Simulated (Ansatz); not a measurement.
Input for Ansatz (a program for electronic structure): R-wB97X-V/def2-TZVPP on HCl (SMILES Cl).

Ansatz 0.2 input:
```yaml
crystal:
  periodic: [false, false, false]
  atoms:
    - {symbol: Cl, position_ang: [-0.00000000, -0.00000000, 0.64100645]}
    - {symbol: H, position_ang: [0.00000000, 0.00000000, -0.64100645]}
basis:
  gaussian:
    orbitals: def2-TZVPP
hamiltonian:
  xc: {name: wB97X-V}
scf: {lower_state_search: off}
```

Program output:

```
WARN ansatz: RAYON_NUM_THREADS=4 ignored (pool sized by the plan → 4); use --threads N
Functional definition: wB97X-V
these checks for a lower state are left out or cut short: stability, starts, cluster_reference, orbital_swaps, neighbouring_geometries, increment
integrals: 0.01 GiB planned
369 factors; their error is unknown
integrals: 0.05 GiB planned
62 factors; integrals over basis functions are off by at most 9.0e-5 eV
mean field: 0.18 GiB planned
mean field evaluation 1: about -12537.2809 eV, gradient 1.0e1 eV
mean field evaluation 2: about -12537.5189 eV, gradient 6.6e0 eV
mean field evaluation 4: about -12537.5915 eV, gradient 1.6e-1 eV
mean field evaluation 8: about -12537.6123 eV, gradient 1.8e-2 eV
mean field -12537.61226744 eV, -460.7487525295 hartree, gradient 7.0e-6 eV, S^2 0.000000; 0 other end points of the search recorded, 0 dependent functions left out
reference -12537.61226649 eV, -460.7487524946 hartree; 9, 9 occupied and 47, 47 virtual orbitals, 369 factors
Total energy: -12537.61226649 eV, -460.7487524946 hartree
Checks for a lower state left out: stability, starts, cluster_reference, orbital_swaps, neighbouring_geometries, increment
```

The calculation finished and met its thresholds.

Cost: very roughly 0.9 core-seconds.
